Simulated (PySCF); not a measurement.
SCF from a fresh guess for quartet HIrN, at the PBE0 minimum. PySCF input:

```python
from pyscf import gto, scf, dft
mol = gto.M(atom='''
Ir     0.085382     0.000000    -0.074484
N     -1.272526     0.000000     0.963950
H      1.349716     0.000000     0.866711''',
    basis={'Ir': 'def2-TZVP', 'N': 'def2-TZVP', 'H': 'def2-TZVP'},
    ecp={'Ir': 'def2-TZVP'},
    charge=0, spin=3)
mf = dft.UKS(mol, xc='PBE0')
mf.grids.atom_grid = (50, 194)
aux = {'Ir': 'def2-universal-JKFIT', 'N': 'def2-universal-JKFIT', 'H': 'def2-universal-JKFIT'}
mf = mf.density_fit(auxbasis=aux)
mf.conv_tol = 1e-08
mf.diis_space = 10
mf.max_cycle = 60
mf.init_guess = 'minao'
mf.verbose = 4
mf.kernel()
```

Excerpt of the output (cycles alone):

```
init E= -142.930375001512
cycle= 1 E= -159.362023588776  delta_E= -16.4  |g|= 0.571  |ddm|= 5.71
cycle= 2 E= -158.669162558834  delta_E= 0.693  |g|= 1.42  |ddm|= 1.35
cycle= 3 E= -159.450661636368  delta_E= -0.781  |g|= 0.409  |ddm|= 0.999
cycle= 4 E= -159.520177629357  delta_E= -0.0695  |g|= 0.134  |ddm|= 0.324
cycle= 5 E= -159.5289499208  delta_E= -0.00877  |g|= 0.0327  |ddm|= 0.113
cycle= 6 E= -159.529610157949  delta_E= -0.00066  |g|= 0.0156  |ddm|= 0.038
cycle= 7 E= -159.529933226261  delta_E= -0.000323  |g|= 0.00341  |ddm|= 0.0359
cycle= 8 E= -159.529974992784  delta_E= -4.18e-05  |g|= 0.00117  |ddm|= 0.0149
cycle= 9 E= -159.529978663332  delta_E= -3.67e-06  |g|= 0.000354  |ddm|= 0.00421
cycle= 10 E= -159.529979048014  delta_E= -3.85e-07  |g|= 0.000162  |ddm|= 0.00128
cycle= 11 E= -159.529979120919  delta_E= -7.29e-08  |g|= 9.59e-05  |ddm|= 0.000564
cycle= 12 E= -159.529979136833  delta_E= -1.59e-08  |g|= 3.33e-05  |ddm|= 0.000272
cycle= 13 E= -159.529979138875  delta_E= -2.04e-09  |g|= 1.34e-05  |ddm|= 9.93e-05
Extra cycle  E= -159.529979138851  delta_E= 2.43e-11  |g|= 2.55e-05  |ddm|= 3.54e-05
converged SCF energy = -159.529979138851  <S^2> = 3.7733376  2S+1 = 4.0116518
```

No lower solution of this spin was found from smeared starts or by a stability analysis within the unrestricted form.

Other spin states or occupations of the open shell can lie lower. Spin–orbit coupling, left out here, can matter for elements this heavy.

The search for the lowest solution, 3 starts and the stability check together, took 4.8 s on 2 threads of a shared AMD EPYC 9R45 96-Core (Zen 5) host, with 77 basis functions; the process peaked at 0.34 GiB. Launch command: `OMP_NUM_THREADS=2 python axn.py task.json out`.
